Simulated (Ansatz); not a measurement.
Consider the atomization: `C[C@H]1[O][Ge@@H]1[F]` → 2 C• + F• + Ge• + 5 H• + O•.

Computed with Ansatz on PBE0-D4/def2-TZVP structures; ΔE is electronic, products minus reactants. CCSD(T)/CBS adds triple-zeta CCSD(T) − MP2 to the extrapolated MP2 energy (def2 sets, frozen cores). This one scheme is used for every species, atoms too. No spin–orbit coupling; open shells (•) take unrestricted orbitals. Spin–orbit coupling would lower the free atoms: a little for C, F, O; clearly for Ge. Bonds to Ge are less sure, by a few kJ/mol each and by 10 to 20 or more in all where they break to atoms, as the def2 sets lack core-valence functions. Scalar relativity is left out up to krypton.

```tsv
level	ΔE (eV)
HF/def2-TZVPP	26.58
SCS-MP2/def2-TZVPP	37.84
SCS-MP2/def2-QZVPP	38.50
MP2/CBS(def2)	39.25
```

**Question.** What does CCSD(T)/CBS give? (An estimate is asked.)

**Answer.** The calculation gave: +38.34 eV. The listed levels differ from it by -11.76, -0.50, 0.16, 0.91 eV.

Largest T1 diagnostic among the species: 0.014.

From PBE to PBE0 (25 % exact exchange), in def2-TZVPP and without D4, ΔE moves by −1.01 eV: exact exchange takes away binding that semilocal exchange gives to molecules. The D4 term adds +0.31 eV with B3LYP and +0.16 eV with PBE0; it sums over pairs of atoms, weighted by their polarisabilities, and B3LYP, whose exchange is more repulsive, gets the larger term.

B3LYP here is the variant with VWN-RPA as its local correlation; programs differ in this.

For atomizations the MP2-based limit and the directly extrapolated one differ by several kJ/mol either way, and by 10 to 25 for some Ge, Se and Sn compounds, so smaller differences from it don't rank the levels.
